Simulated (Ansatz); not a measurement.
Ansatz (a quantum-chemistry and plane-wave program) input (B3LYP-D3(BJ)/def2-TZVP):

Ansatz 0.2 input:
```yaml
crystal:
  periodic: [false, false, false]
  atoms:
    - {symbol: C, position_ang: [-1.70247716, 0.40861166, 0.05612660]}
    - {symbol: C, position_ang: [-1.14551551, -0.58957546, 0.75642688]}
    - {symbol: C, position_ang: [0.37163249, -0.79889547, 0.57771698]}
    - {symbol: C, position_ang: [1.10020115, 0.10325037, -0.34161312]}
    - {symbol: N, position_ang: [1.54147121, 0.87314363, -1.08420951]}
    - {symbol: H, position_ang: [-2.77364825, 0.60733457, 0.13996225]}
    - {symbol: H, position_ang: [-1.17850729, 1.09109328, -0.63303167]}
    - {symbol: H, position_ang: [0.55616880, -1.82331349, 0.23617418]}
    - {symbol: H, position_ang: [0.86264248, -0.72746638, 1.55441779]}
basis:
  gaussian:
    orbitals: def2-TZVP
hamiltonian:
  xc: b3lyp
  dispersion: d3bj
total_charge: -1
phonons: {temperatures: {t_min: 298.15, t_max: 298.15, t_step: 100}}
```

Output:

```
Functional definition: B3LYP
integrals: 0.08 GiB planned
1051 factors; their error is unknown
mean field: 0.80 GiB planned
mean field evaluation 1: about -5696.7674 eV, gradient 5.3e1 eV
mean field evaluation 2: about -5687.8614 eV, gradient 8.0e1 eV
mean field evaluation 4: about -5703.2242 eV, gradient 6.9e0 eV
mean field evaluation 8: about -5703.3284 eV, gradient 2.5e-1 eV
mean field evaluation 16: about -5703.3231 eV, gradient 4.4e-4 eV
mean field -5703.32310166 eV, -209.5932581349 hartree, gradient 2.3e-5 eV, S^2 0.000000; 0 other end points of the search recorded, 0 dependent functions left out
the calculation of the forces begins
reference -5703.32334468 eV, -209.5932670656 hartree; 18, 18 occupied and 161, 161 virtual orbitals, 1051 factors
these checks for a lower state are left out or cut short: stability, starts, cluster_reference, orbital_swaps, neighbouring_geometries, increment
integrals: 0.08 GiB planned
1051 factors; their error is unknown
mean field: 0.80 GiB planned
mean field -5703.32291145 eV, -209.5932511447 hartree, gradient 2.7e-6 eV, S^2 0.000000; 0 other end points of the search recorded, 0 dependent functions left out
the calculation of the forces begins
reference -5703.32315452 eV, -209.5932600774 hartree; 18, 18 occupied and 161, 161 virtual orbitals, 1051 factors
these checks for a lower state are left out or cut short: stability, starts, cluster_reference, orbital_swaps, neighbouring_geometries, increment
integrals: 0.08 GiB planned
1051 factors; their error is unknown
mean field: 0.80 GiB planned
mean field evaluation 32: about -5703.3225 eV, gradient 5.0e-1 eV
mean field -5703.32288241 eV, -209.5932500773 hartree, gradient 2.7e-6 eV, S^2 0.000000; 0 other end points of the search recorded, 0 dependent functions left out
the calculation of the forces begins
reference -5703.32312537 eV, -209.5932590061 hartree; 18, 18 occupied and 161, 161 virtual orbitals, 1051 factors
these checks for a lower state are left out or cut short: stability, starts, cluster_reference, orbital_swaps, neighbouring_geometries, increment
integrals: 0.08 GiB planned
1051 factors; their error is unknown
mean field: 0.80 GiB planned
mean field -5703.32294491 eV, -209.5932523745 hartree, gradient 2.7e-6 eV, S^2 0.000000; 0 other end points of the search recorded, 0 dependent functions left out
the calculation of the forces begins
reference -5703.32318786 eV, -209.5932613025 hartree; 18, 18 occupied and 161, 161 virtual orbitals, 1051 factors
these checks for a lower state are left out or cut short: stability, starts, cluster_reference, orbital_swaps, neighbouring_geometries, increment
integrals: 0.08 GiB planned
1051 factors; their error is unknown
mean field: 0.79 GiB planned
mean field -5703.32304938 eV, -209.5932562136 hartree, gradient 2.7e-6 eV, S^2 0.000000; 0 other end points of the search recorded, 0 dependent functions left out
the calculation of the forces begins
reference -5703.32329247 eV, -209.5932651470 hartree; 18, 18 occupied and 161, 161 virtual orbitals, 1051 factors
these checks for a lower state are left out or cut short: stability, starts, cluster_reference, orbital_swaps, neighbouring_geometries, increment
integrals: 0.08 GiB planned
1051 factors; their error is unknown
mean field: 0.80 GiB planned
mean field -5703.32292329 eV, -209.5932515798 hartree, gradient 2.7e-6 eV, S^2 0.000000; 0 other end points of the search recorded, 0 dependent functions left out
the calculation of the forces begins
reference -5703.32316633 eV, -209.5932605113 hartree; 18, 18 occupied and 161, 161 virtual orbitals, 1051 factors
these checks for a lower state are left out or cut short: stability, starts, cluster_reference, orbital_swaps, neighbouring_geometries, increment
integrals: 0.08 GiB planned
[...]
these checks for a lower state are left out or cut short: stability, starts, cluster_reference, orbital_swaps, neighbouring_geometries, increment
integrals: 0.08 GiB planned
1051 factors; their error is unknown
mean field: 0.80 GiB planned
mean field -5703.32309163 eV, -209.5932577662 hartree, gradient 2.7e-6 eV, S^2 0.000000; 0 other end points of the search recorded, 0 dependent functions left out
the calculation of the forces begins
reference -5703.32333464 eV, -209.5932666966 hartree; 18, 18 occupied and 161, 161 virtual orbitals, 1051 factors
these checks for a lower state are left out or cut short: stability, starts, cluster_reference, orbital_swaps, neighbouring_geometries, increment
integrals: 0.08 GiB planned
1051 factors; their error is unknown
mean field: 0.80 GiB planned
mean field -5703.32307787 eV, -209.5932572606 hartree, gradient 2.7e-6 eV, S^2 0.000000; 0 other end points of the search recorded, 0 dependent functions left out
the calculation of the forces begins
reference -5703.32332090 eV, -209.5932661917 hartree; 18, 18 occupied and 161, 161 virtual orbitals, 1051 factors
these checks for a lower state are left out or cut short: stability, starts, cluster_reference, orbital_swaps, neighbouring_geometries, increment
integrals: 0.08 GiB planned
1051 factors; their error is unknown
mean field: 0.80 GiB planned
mean field evaluation 192: about -5703.3230 eV, gradient 8.0e-3 eV
mean field -5703.32303561 eV, -209.5932557076 hartree, gradient 2.7e-6 eV, S^2 0.000000; 0 other end points of the search recorded, 0 dependent functions left out
the calculation of the forces begins
reference -5703.32327865 eV, -209.5932646391 hartree; 18, 18 occupied and 161, 161 virtual orbitals, 1051 factors
these checks for a lower state are left out or cut short: stability, starts, cluster_reference, orbital_swaps, neighbouring_geometries, increment
integrals: 0.08 GiB planned
1051 factors; their error is unknown
mean field: 0.80 GiB planned
mean field -5703.32306288 eV, -209.5932567098 hartree, gradient 2.7e-6 eV, S^2 0.000000; 0 other end points of the search recorded, 0 dependent functions left out
the calculation of the forces begins
reference -5703.32330588 eV, -209.5932656397 hartree; 18, 18 occupied and 161, 161 virtual orbitals, 1051 factors
these checks for a lower state are left out or cut short: stability, starts, cluster_reference, orbital_swaps, neighbouring_geometries, increment
integrals: 0.08 GiB planned
1051 factors; their error is unknown
mean field: 0.80 GiB planned
mean field -5703.32304244 eV, -209.5932559584 hartree, gradient 2.7e-6 eV, S^2 0.000000; 0 other end points of the search recorded, 0 dependent functions left out
the calculation of the forces begins
reference -5703.32328544 eV, -209.5932648885 hartree; 18, 18 occupied and 161, 161 virtual orbitals, 1051 factors
these checks for a lower state are left out or cut short: stability, starts, cluster_reference, orbital_swaps, neighbouring_geometries, increment
integrals: 0.08 GiB planned
1051 factors; their error is unknown
mean field: 0.80 GiB planned
mean field -5703.32301446 eV, -209.5932549304 hartree, gradient 2.7e-6 eV, S^2 0.000000; 0 other end points of the search recorded, 0 dependent functions left out
the calculation of the forces begins
reference -5703.32325750 eV, -209.5932638618 hartree; 18, 18 occupied and 161, 161 virtual orbitals, 1051 factors
these checks for a lower state are left out or cut short: stability, starts, cluster_reference, orbital_swaps, neighbouring_geometries, increment
integrals: 0.08 GiB planned
1051 factors; their error is unknown
mean field: 0.80 GiB planned
mean field evaluation 224: about -5703.3231 eV, gradient 2.7e-6 eV
mean field -5703.32306038 eV, -209.5932566178 hartree, gradient 2.7e-6 eV, S^2 0.000000; 0 other end points of the search recorded, 0 dependent functions left out
the calculation of the forces begins
reference -5703.32330341 eV, -209.5932655490 hartree; 18, 18 occupied and 161, 161 virtual orbitals, 1051 factors
these checks for a lower state are left out or cut short: stability, starts, cluster_reference, orbital_swaps, neighbouring_geometries, increment
integrals: 0.08 GiB planned
1051 factors; their error is unknown
mean field: 0.80 GiB planned
mean field -5703.32310151 eV, -209.5932581291 hartree, gradient 2.7e-6 eV, S^2 0.000000; 0 other end points of the search recorded, 0 dependent functions left out
the calculation of the forces begins
reference -5703.32334451 eV, -209.5932670593 hartree; 18, 18 occupied and 161, 161 virtual orbitals, 1051 factors
these checks for a lower state are left out or cut short: stability, starts, cluster_reference, orbital_swaps, neighbouring_geometries, increment
integrals: 0.08 GiB planned
1051 factors; their error is unknown
mean field: 0.80 GiB planned
mean field -5703.32309617 eV, -209.5932579330 hartree, gradient 2.7e-6 eV, S^2 0.000000; 0 other end points of the search recorded, 0 dependent functions left out
the calculation of the forces begins
reference -5703.32333921 eV, -209.5932668646 hartree; 18, 18 occupied and 161, 161 virtual orbitals, 1051 factors
these checks for a lower state are left out or cut short: stability, starts, cluster_reference, orbital_swaps, neighbouring_geometries, increment
integrals: 0.08 GiB planned
1051 factors; their error is unknown
mean field: 0.80 GiB planned
mean field -5703.32307506 eV, -209.5932571571 hartree, gradient 2.7e-6 eV, S^2 0.000000; 0 other end points of the search recorded, 0 dependent functions left out
the calculation of the forces begins
reference -5703.32331805 eV, -209.5932660871 hartree; 18, 18 occupied and 161, 161 virtual orbitals, 1051 factors
these checks for a lower state are left out or cut short: stability, starts, cluster_reference, orbital_swaps, neighbouring_geometries, increment
integrals: 0.08 GiB planned
1051 factors; their error is unknown
mean field: 0.80 GiB planned
mean field -5703.32298383 eV, -209.5932538045 hartree, gradient 2.7e-6 eV, S^2 0.000000; 0 other end points of the search recorded, 0 dependent functions left out
the calculation of the forces begins
reference -5703.32322680 eV, -209.5932627335 hartree; 18, 18 occupied and 161, 161 virtual orbitals, 1051 factors
these checks for a lower state are left out or cut short: stability, starts, cluster_reference, orbital_swaps, neighbouring_geometries, increment
integrals: 0.08 GiB planned
1051 factors; their error is unknown
mean field: 0.80 GiB planned
mean field evaluation 256: about -5703.3230 eV, gradient 2.8e-4 eV
mean field -5703.32304352 eV, -209.5932559982 hartree, gradient 2.7e-6 eV, S^2 0.000000; 0 other end points of the search recorded, 0 dependent functions left out
the calculation of the forces begins
reference -5703.32328659 eV, -209.5932649306 hartree; 18, 18 occupied and 161, 161 virtual orbitals, 1051 factors
these checks for a lower state are left out or cut short: stability, starts, cluster_reference, orbital_swaps, neighbouring_geometries, increment
integrals: 0.08 GiB planned
1051 factors; their error is unknown
mean field: 0.80 GiB planned
mean field -5703.32308708 eV, -209.5932575990 hartree, gradient 2.7e-6 eV, S^2 0.000000; 0 other end points of the search recorded, 0 dependent functions left out
the calculation of the forces begins
reference -5703.32333011 eV, -209.5932665302 hartree; 18, 18 occupied and 161, 161 virtual orbitals, 1051 factors
these checks for a lower state are left out or cut short: stability, starts, cluster_reference, orbital_swaps, neighbouring_geometries, increment
integrals: 0.08 GiB planned
1051 factors; their error is unknown
mean field: 0.80 GiB planned
mean field -5703.32307095 eV, -209.5932570062 hartree, gradient 2.7e-6 eV, S^2 0.000000; 0 other end points of the search recorded, 0 dependent functions left out
the calculation of the forces begins
reference -5703.32331396 eV, -209.5932659365 hartree; 18, 18 occupied and 161, 161 virtual orbitals, 1051 factors
Total energy: -5703.63339811 eV, -209.6046613190 hartree
Atom 0 at    -1.702477     0.408612     0.056127 Å, force    -0.001908     0.001091    -0.000464 eV/Å
Atom 1 at    -1.145516    -0.589575     0.756427 Å, force     0.001255     0.000468    -0.000681 eV/Å
Atom 2 at     0.371632    -0.798895     0.577717 Å, force    -0.000236     0.000419    -0.000294 eV/Å
Atom 3 at     1.100201     0.103250    -0.341613 Å, force    -0.001158    -0.000528     0.000708 eV/Å
Atom 4 at     1.541471     0.873144    -1.084210 Å, force     0.000950     0.001359    -0.001351 eV/Å
Atom 5 at    -2.773648     0.607335     0.139962 Å, force     0.001050     0.000188    -0.000401 eV/Å
Atom 6 at    -1.178507     1.091093    -0.633032 Å, force    -0.000639    -0.000962     0.000948 eV/Å
Atom 7 at     0.556169    -1.823313     0.236174 Å, force     0.000305    -0.001158     0.000598 eV/Å
Atom 8 at     0.862642    -0.727466     1.554418 Å, force     0.000383    -0.000878     0.000935 eV/Å
Dipole moment:     0.568199    -0.111929    -0.039052 e Å
Vibrations: 154.93 158.83 358.23 396.00 591.55 655.94 791.02 863.60 869.80 935.34 1102.63 1228.53 1232.39 1419.71 1440.20 1589.66 2265.49 2918.12 2998.32 3017.62 3033.25 cm⁻¹, zero-point energy 1.737090 eV
```

It need not be the lowest isomer of its formula. Whether it binds its extra electron was not tested at this geometry.
